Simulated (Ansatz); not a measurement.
Method: frozen-core CCSD(T)/cc-pVQZ // PBE0-D3(BJ)/def2-TZVP run with Ansatz (a quantum-chemistry and plane-wave program).

Ansatz 0.2 input:
```yaml
crystal:
  periodic: [false, false, false]
  atoms:
    - { symbol: C, position_ang: [1.148555, 0.477512, -0.076852] }
    - { symbol: C, position_ang: [0.102994, -0.118106, -0.059574] }
    - { symbol: S, position_ang: [-1.29837, -1.035745, 0.060875] }
    - { symbol: H, position_ang: [2.067923, 1.013078, -0.101721] }
    - { symbol: H, position_ang: [-2.021107, -0.336743, -0.833533] }
basis:
  gaussian: { orbitals: cc-pVQZ }
correlation:
  method: ccsd_t
```

Output:

```
Functional definition: HF
1355 factors; integrals over basis functions are off by at most 7.5e-4 eV
mean field evaluation 1: about -12906.9259 eV, gradient 2.8e1 eV
mean field evaluation 2: about -12906.9293 eV, gradient 2.8e1 eV
mean field evaluation 4: about -12909.2081 eV, gradient 3.5e0 eV
mean field evaluation 8: about -12909.2612 eV, gradient 3.2e-1 eV
mean field evaluation 16: about -12909.2052 eV, gradient 3.5e0 eV
mean field -12909.26210488 eV, -474.4066321422 hartree, gradient 4.5e-6 eV, S^2 0.000000; 0 other end points of the search recorded, 0 dependent functions left out
7 core orbitals not correlated
reference -12909.26210488 eV, -474.4066321422 hartree; 8, 8 occupied and 214, 214 virtual orbitals, 1355 factors
second order -13.95912448 eV of doubles, -0.00000000 eV of singles
cycle   1  -13.92704608 eV  change    3.2e-2 eV  update   9.2e-2
cycle   2  -14.34128994 eV  change   -4.1e-1 eV  update   2.9e-2
cycle   3  -14.42589621 eV  change   -8.5e-2 eV  update   1.3e-2
cycle   4  -14.42445771 eV  change    1.4e-3 eV  update   3.8e-3
cycle   5  -14.42648029 eV  change   -2.0e-3 eV  update   1.6e-3
cycle   6  -14.42675611 eV  change   -2.8e-4 eV  update   4.2e-4
cycle   7  -14.42673244 eV  change    2.4e-5 eV  update   1.5e-4
cycle   8  -14.42676658 eV  change   -3.4e-5 eV  update   6.2e-5
cycle   9  -14.42676660 eV  change   -1.5e-8 eV  update   2.4e-5
cycle  10  -14.42674679 eV  change    2.0e-5 eV  update   8.0e-6
perturbative correction -0.79343665 eV, -0.0291582593 hartree
Total energy: -12924.48228833 eV, -474.9659635672 hartree
```

Cost: very roughly 50 core-seconds.
